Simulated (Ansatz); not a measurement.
`CC(F)[BH][AlH2]`, relaxed with RKS PBE-D4/def2-SVP in Ansatz 0.2.0 from a rough embedded geometry. The force threshold is 0.03 eV/Å; the program also tests the step.

The species carries charge 0 and has multiplicity 1.

Start:

```xyz
12

C     0.119    0.200   -1.888
C    -0.493    0.007   -0.556
F    -1.129   -1.187   -0.570
B     0.545   -0.021    0.632
Al    0.056   -0.222    2.591
H     0.630    1.252   -1.952
H    -0.690    0.246   -2.690
H     0.818   -0.546   -2.155
H    -1.254    0.790   -0.376
H     1.744    0.141    0.321
H    -1.484   -0.431    2.928
H     1.139   -0.229    3.716
```

Problem. By how much does the energy fall, and how many steps does the optimiser take? (An estimate is asked.)

Solution. Ansatz gave: 113.25 kJ/mol, in 24 steps, 1 of them rejected.

Problem. Which bonds change most? (An estimate is asked.)

Solution. The calculation gave: C2–F3 from 1.353 to 1.550 Å; B4–Al5 from 2.029 to 2.132 Å; C1–H6 from 1.171 to 1.109 Å.

Problem. Give the relaxed structure. (An estimate is asked.)

Solution. Ansatz gave: 
```xyz
12

C     0.206   -0.166   -1.690
C    -0.352    0.443   -0.421
F    -1.129   -0.701    0.278
B     0.621    0.945    0.696
Al   -0.092   -0.540    2.049
H     0.625    0.647   -2.317
H    -0.584   -0.683   -2.269
H     1.017   -0.888   -1.476
H    -1.171    1.168   -0.631
H     1.363    1.882    0.475
H    -1.211   -0.173    3.145
H     0.706   -1.934    2.161
```
